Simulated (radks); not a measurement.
Numerical settings for neutral thulium, [Xe] 4f13 6s2. Calculated with a radial shooting solver on a logarithmic mesh with Libxc functionals: scalar-relativistic Kohn-Sham, PBE, spin-polarised, spherical densities, point nucleus; open shells are filled with parallel spins first (spin-orbit coupling, left out, can overturn this in heavy ions). The defaults (mesh step 0.008 in ln r, mesh end at 40 bohr or more with all orbitals vanishing there, Anderson mixing 0.5 over 9 steps, residual threshold near 1e-9 with the energy settled to 1e-9 hartree or 1e-11 of itself, here a cap of 86 iterations) give E = -13567.4764 hartree and 4f at -2.703 eV in 29 iterations. Run on one thread of a shared host, so times are rough (Arm Neoverse V2): 0.6 s of CPU time, 0.6 s wall, 29 iterations on 2728 mesh points. Changes against that run (0 stands for a change within the tolerance of the run):

setting,iterations,converged,E (mhartree),e(4f) (meV),CPU (s)
mesh step in ln r 0.08,4,no,diverged,-,0.03
mesh step in ln r 0.003,8,no,diverged,-,0.61
mesh step in ln r 0.03,9,no,diverged,-,0.07
mesh end (bohr) 8,18,yes,+14.4,+590,0.32
mesh end (bohr) 1,14,level above zero,+3.13e+05,+3.86e+05,0.22
residual threshold 1e-05,24,yes,0,-0.0421,0.54
residual threshold 0.1,24,yes,0,-0.0421,0.54
mixing 0.2,40,yes,0,0,0.77
"linear mixing, mixing 0.2",86,no,0,0,1.2
"linear mixing, mixing 0.05",86,no,+0.0188,-22.5,1.5
mixing history 20,39,yes,0,0,0.78
iteration cap 2,2,no,+647,-1.75e+04,0.06

Settled on a wrong energy, with an occupied level pushed above zero by the early mesh end: mesh end (bohr) 1 (+313 hartree). Apart from these: settings that end as converged yet miss the energy by more than 1 mhartree: mesh end (bohr) 8 (+0.0144 hartree). A mesh that ends early acts as a hard wall.
